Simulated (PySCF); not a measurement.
# SbF: one state, many levels of theory

State: ³Σ⁻ (triplet), unpaired electrons π ↑↑. Set-up: basis Sb def2-SVP with ECP28, F def2-SVP; scalar-relativistic core potentials; PySCF 2.14. De refers to Sb + F in their high-spin ground configurations, without counterpoise correction. The functionals are run spin-unrestricted. A positive dipole means Sb(−)F(+).

```tsv
Level	Re (Å)	ωe (cm⁻¹)	De (eV)	μ (D)
UHF	1.931	652	1.84	-3.06
UHF-MP2	1.950	629	3.51	n/a
UHF-SCS-MP2	1.953	623	3.41	n/a
UHF-CCSD	1.952	625	3.20	n/a
UHF-CCSD(T)	1.956	617	3.29	n/a
PBE	1.969	596	4.28	-2.32
r²SCAN	1.950	618	3.92	-2.44
TPSSh	1.954	616	3.92	-2.44
PBE0	1.947	626	3.80	-2.57
M06-2X	1.947	632	3.57	-2.80
B2PLYP	1.953	619	3.79	-2.89
```

Q: Which functional lies closest to UHF-CCSD(T) in De, which farthest, and by how much do they differ from it?

A: Closest is M06-2X (-0.9 pm in Re, +2.4 % in ωe, +0.28 eV in De against UHF-CCSD(T) in the same basis), farthest PBE (+1.3 pm in Re, -3.4 % in ωe, +0.99 eV in De). CCSD(T) converges more slowly with the basis than the functionals do and binds too weakly in this one, so the order can change at the basis-set limit.

Q: What does a quarter of exact exchange do here, going from PBE to PBE0?

A: PBE0 less PBE: -2.2 pm in Re, +5.0 % in ωe, -0.48 eV in De. Exact exchange removes part of the self-interaction that spreads semilocal densities, and in most molecules shortens and stiffens the bond and lowers De; so it does here.

Q: What does the step from GGA to meta-GGA do here, going from PBE to r²SCAN?

A: r²SCAN less PBE: -1.9 pm in Re, +3.7 % in ωe, -0.36 eV in De. 

Correlated steps freeze 5 core orbitals. Correlated levels converge slowly with the basis: in double zeta they bind strong bonds too weakly, by up to about 1 eV, and carry superposition errors of some tenths. These are scalar-relativistic numbers at best; spin–orbit coupling would shift them, the dissociation energy most. B2PLYP dipoles, levels and charges come from its SCF part alone. The state was picked by a PBE0 search and need not be the measured ground state.

The whole job (state search and all levels along the bond) took about 1.6 min on 1 thread of Intel Xeon Platinum 8375C @ 2.90GHz (shared host), peak memory 0.45 GiB.
